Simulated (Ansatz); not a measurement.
System: CdI2 (charge -1, doublet). The spin state was set by rule; other spins were not relaxed. 
Structure (B3LYP-D3(BJ)/def2-TZVP (Ansatz, an electronic-structure program) minimum search):
```
Cd
I 1 2.9159
I 1 2.9159 2 126.00
```
Charge -1, spin multiplicity 2.

Total electronic energies in hartree. Valence correlation only, unless marked. UHF or UKS for open shells. No spin-orbit coupling. The frozen core is the preceding noble-gas configuration, with the filled d and f shells of earlier blocks. Past Kr the def2 sets carry scalar-relativistic core potentials. STO-3G rows are all-electron and non-relativistic. Basis-set limits of correlation are two-point, X^-3; Hartree-Fock from the larger set. [CCSD(T)-MP2]/basis is that difference in the basis named.

```tsv
level	program	energy (Eh)
HF/def2-SVP	Ansatz	-760.31234
HF/def2-QZVPP	Ansatz	-760.37428
BLYP/def2-TZVPD	Ansatz	(withheld)
revPBE-D4/def2-TZVPD	Ansatz + dftd4	-763.49967
revPBE/def2-TZVPD	Ansatz	-763.49244
r2SCAN-D3(BJ)/def2-TZVPD	Ansatz + dftd3	-763.65478
B97M-V/def2-TZVPD	Ansatz	(withheld)
PBE0/STO-3G	Ansatz	-19118.40579
PBE0-D4/def2-TZVP	Ansatz + dftd4	-763.38476
BHLYP-D3(BJ)/def2-TZVPD	Ansatz + dftd3	(withheld)
r2SCAN0-D4/def2-TZVPD	Ansatz + dftd4	-763.56982
CAM-B3LYP-D4/def2-TZVPD	Ansatz + dftd4	-763.34194
LC-wPBE-D3(BJ)/def2-TZVPD	Ansatz + dftd3	-763.45131
B2PLYP-D3(BJ)/def2-TZVPD	Ansatz + dftd3	-762.62039
B2PLYP-D4/def2-TZVPD	Ansatz + dftd4	-762.61840
PBE-QIDH/def2-TZVPD	Ansatz	-762.64021
RPA@PBE/def2-QZVPP	Ansatz	-761.49954
RI-MP2/def2-TZVPPD	Ansatz	-761.08053
SCS-MP2/STO-3G	Ansatz	-19113.02797
CCSD/def2-SVP	Ansatz	-760.78365
CCSD/def2-TZVPP	Ansatz	-761.07567
CCSD(T)/def2-SVPD	Ansatz	-760.82614
RI-MP2/CBS(def2-TZVPPD,def2-QZVPPD)+[CCSD(T)-MP2]/def2-SVPD	Ansatz	-761.2472
```

Question: Some entries are withheld; supply them.

Answer: 
- BLYP/def2-TZVPD, energy (Eh): -763.21147
- B97M-V/def2-TZVPD, energy (Eh): -763.32124
- BHLYP-D3(BJ)/def2-TZVPD, energy (Eh): -763.18578
